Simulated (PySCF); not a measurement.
C₃H₉As.
Atom-mapped SMILES: `[CH3:1][CH:2]([CH3:3])[AsH2:4]` (hydrogens: H5, H6, H7 on C1; H8 on C2; H9, H10, H11 on C3; H12, H13 on As4)

Method: PySCF, PBE0-D3(BJ)/def2-SVP geometry optimisation, gas phase.

Problem. Give the optimised bond lengths and angles.

Solution. 
| bond | length (Å) |
| --- | --- |
| C1–C2, C2–C3 | 1.522 |
| C2–As4 | 1.992 |
| C1–H5 and 5 like bonds | 1.102 |
| C2–H8 | 1.104 |
| As4–H12, As4–H13 | 1.528 |

Bonds in one row agree within 0.01 Å and their mean is given. A selection of angles:
| angle | degrees |
| --- | --- |
| C2–C1–H5 | 112.0 |
| H5–C1–H6 | 107.8 |
| C1–C2–C3 | 112.2 |
| C1–C2–As4 | 113.9 |
| C1–C2–H8 | 109.1 |
| C3–C2–As4 | 109.0 |
| As4–C2–H8 | 103.5 |
| C2–As4–H12 | 95.7 |
| H12–As4–H13 | 92.0 |

As4 (arsenic bonded to C and 2 H) is pyramidal (angles 95.7°, 94.9° and 92.0°, sum 282.5°, 0.88 Å off the plane of its three neighbours).

No PBE0-D3(BJ)/def2-SVP frequencies stand behind this structure, so it isn't proved a minimum. One conformer, not necessarily the lowest (C1–C2–As4–H 44° and -49°).

Hardware: one thread, Arm Neoverse V1 (aarch64), shared host. Cost: 46 s, 0.51 GiB resident at most. These figures are those of the optimisation.
